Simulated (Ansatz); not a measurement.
Born–Oppenheimer molecular dynamics of GeH₈OSi (11 atoms, charge 0, multiplicity 1). It starts at the highest image of a converged band. Of that band: Beside the main top the profile has a ripple of under 15 meV (maxima at images 3, 6), which may be a very shallow well or noise. Neighbouring images differ by up to 1.9 eV, so the band resolves the path poorly. A vibrational analysis at the climbing image gives one clearly imaginary mode, 1267i cm⁻¹: a first-order saddle point.

All numbers below come from RKS r2SCANh-D4/def2-SVP in Ansatz 0.2.0.

```json
{"ensemble": "NVE (velocity Verlet)", "time step": "0.5 fs", "steps asked": "200", "starting velocities drawn for": "100 K", "seed": "11976"}
```

First frame:

```xyz
11
Properties=species:S:1:pos:R:3
Ge -0.051 0.246 -0.105
H -0.329 0.352 1.721
H 1.325 -0.377 0.164
H -0.070 1.781 -0.154
H -0.483 -0.235 -1.514
O -1.701 -0.757 0.580
Si -3.252 -1.206 0.096
H -3.572 -2.563 0.615
H -4.244 -0.229 0.624
H -3.294 -1.210 -1.391
H -1.181 -0.235 1.489
```

Question: How far do the bonds stretch over the last three quarters of this one trajectory? (Pairs bonded in most of those frames.)

Answer: 
| bond | mean (Å) | spread (Å) | shortest | longest |
| --- | --- | --- | --- | --- |
| Ge1–H2 | 1.539 | 0.044 | 1.46 | 1.60 |
| Ge1–H3 | 1.542 | 0.023 | 1.50 | 1.59 |
| Ge1–H4 | 1.552 | 0.020 | 1.52 | 1.60 |
| Ge1–H5 | 1.536 | 0.030 | 1.48 | 1.60 |
| O6–Si7 | 1.685 | 0.008 | 1.67 | 1.70 |
| O6–H11 | 0.966 | 0.017 | 0.94 | 1.00 |
| Si7–H8 | 1.494 | 0.012 | 1.47 | 1.52 |
| Si7–H9 | 1.492 | 0.009 | 1.48 | 1.51 |
| Si7–H10 | 1.485 | 0.015 | 1.46 | 1.52 |

Pairs bonded in part of these frames only: Ge1–O6 20 %.

Mean temperature of the second half: 1453 K. The conserved energy stayed within 0.059 meV per atom of its start (net change -0.03 meV per atom), so the integration is sound. The kinetic energy rose, since the run started high on the potential surface and went downhill. It ends in pieces (GeH4 + H4OSi), so much of that is their flight and rotation, not heat. A run of 0.1 ps of so small a system gives no equilibrium averages. The orbitals stay closed-shell, which can raise the energy where a bond breaks towards radicals; this wasn't checked here.

Run time: 7.5 min on 4 threads of Arm Neoverse V1 (shared host), peak memory 0.26 GiB.
